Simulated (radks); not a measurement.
Q: Species: Kr III. Configuration: [Ar] 3d10 4s2 4p4. Method: Dirac Kohn-Sham, PBE, spin-unpolarised, spherical densities, finite nucleus; open shells are shared between the two j in proportion to 2j + 1; Fermi nuclear charge, rms radius 4.1884 fm; computed with a radial shooting solver on a logarithmic mesh with Libxc functionals. Some entries of the table are withheld. Estimate them.

orbital     occ.  eigenvalue (hartree)  <r^2> (bohr^2)  r(max) (bohr)
1s1/2          2             -521.0739        0.002318        0.02708
2s1/2          2             -69.42643         0.03965         0.1543
2p1/2          2             -62.83187             (1)            (2)
2p3/2          4             -60.85345             (3)            (4)
3s1/2          2             -10.63220          0.3230         0.4671
3p1/2          2              -8.30305             (5)         0.4574
3p3/2          4              -8.01189             (6)         0.4661
3d3/2          4              -3.95305          0.3757            (7)
3d5/2          6              -3.90507          0.3809            (8)
4s1/2          2              -1.69288             (9)          1.316
4p1/2    1.33333              -1.15822           3.383          1.467
4p3/2    2.66667              -1.12872           3.503          1.494

A: 
(1) 2p1/2 <r^2> (bohr^2): 0.03039
(2) 2p1/2 r(max) (bohr): 0.1211
(3) 2p3/2 <r^2> (bohr^2): 0.03182
(4) 2p3/2 r(max) (bohr): 0.1244
(5) 3p1/2 <r^2> (bohr^2): 0.3328
(6) 3p3/2 <r^2> (bohr^2): 0.3458
(7) 3d3/2 r(max) (bohr): 0.4096
(8) 3d5/2 r(max) (bohr): 0.4122
(9) 4s1/2 <r^2> (bohr^2): 2.559
